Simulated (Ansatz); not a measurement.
Reaction (redistribution): `C[CH2][MgH]` + `OBNCO` → `C[CH2][Mg][OH]` + `CNBO`

Calculated with Ansatz (gas phase, PBE0-D4/def2-TZVP geometries, no zero-point term in ΔE). CCSD(T)/CBS adds triple-zeta CCSD(T) − MP2 to the extrapolated MP2 energy (def2 sets, frozen cores). This one scheme is used for every species. Functionals use def2-TZVPP. For Mg outer-core shells are correlated without core-valence functions, which leaves a few kJ/mol of doubt a bond. One conformer a species, not always the lowest.

```json
{"level": "PBE-D4", "ΔE (kJ/mol)": "-176.8"}
{"level": "r2SCAN-D4", "ΔE (kJ/mol)": "-188.3"}
{"level": "B2PLYP", "ΔE (kJ/mol)": "-193.7"}
{"level": "PBE", "ΔE (kJ/mol)": "-179.1"}
{"level": "PBE0", "ΔE (kJ/mol)": "-180.6"}
{"level": "CCSD/def2-TZVPP", "ΔE (kJ/mol)": "-187.6"}
{"level": "MP2/def2-QZVPP", "ΔE (kJ/mol)": "-207.6"}
{"level": "SCS-MP2/def2-QZVPP", "ΔE (kJ/mol)": "-203.2"}
```

What does CCSD(T)/CBS give? (Estimate.)

Computed: -198.2 kJ/mol. The listed levels differ from it by 21.4, 9.9, 4.5, 19.1, 17.6, 10.6, -9.4, -5.0 kJ/mol.

Largest T1 diagnostic among the species: 0.012.

The D4 term adds +3.7 kJ/mol with B3LYP and +1.9 kJ/mol with PBE0; it sums over pairs of atoms, weighted by their polarisabilities, and B3LYP, whose exchange is more repulsive, gets the larger term. In def2-TZVPP, CCSD(T) changes the Hartree–Fock value by −3.9 kJ/mol (the triples alone add +1.9 kJ/mol) and MP2 by −17.8 kJ/mol.

B3LYP here is the variant with VWN-RPA as its local correlation; programs differ in this.
